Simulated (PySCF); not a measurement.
HSSi, SMILES [Si]=[SH+] (connectivity only; charge and spin as stated), charge +1, multiplicity 1.

Geometry: PBE0-D3(BJ)/def2-TZVP. The isomer is the one that the SMILES or the coordinates give; other isomers of the formula were not compared.

Method: PySCF with M06-2X/def2-TZVPD.

The molecule is in vacuum.

| Property | Result |
|---|---|
| total energy | -687.95250 hartree |
| point group | Cs |
| highest occupied level | -15.81 eV |
| lowest empty level | -8.61 eV |
| orbital gap | 7.20 eV |
| dipole moment about the centre of nuclear charge | 2.57 D |
| mean static polarisability | 39.3 bohr³ (5.82 Å³) |
| polarisability, principal values | 31.6, 33.8, 52.4 bohr³ |
